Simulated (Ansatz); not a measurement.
Molecule: sum formula TiOF2, charge -1, multiplicity 2. The spin state was set by rule; other spins were not relaxed. 
Coordinates optimised at B3LYP-D3(BJ)/def2-TZVP (Ansatz, an electronic-structure program):
```
Ti
O 1 1.6671
F 1 1.8774 2 119.05
F 1 1.8774 2 119.05 3 -180.00
```
Charge -1, spin multiplicity 2.

Basis-set convergence of Hartree-Fock and CCSD correlation energies (hartree) with Ansatz. Valence correlation only, unless marked. UHF or UKS for open shells. Spin-orbit coupling is left out. Frozen are the shells of the preceding noble gas and the d and f shells that filled before the atom's block. No relativistic terms. This anion needs diffuse functions, which these sets lack.

| basis | functions | E(HF) | E(corr, CCSD) |
|---|---|---|---|
| def2-SVP | 73 | -1122.01669 | -0.67358 |
| def2-TZVPP | 157 | … | … |

Task: Fill in the missing entries.

Result: 
- def2-TZVPP, E(HF): -1122.49841
- def2-TZVPP, E(corr, CCSD): -0.87702
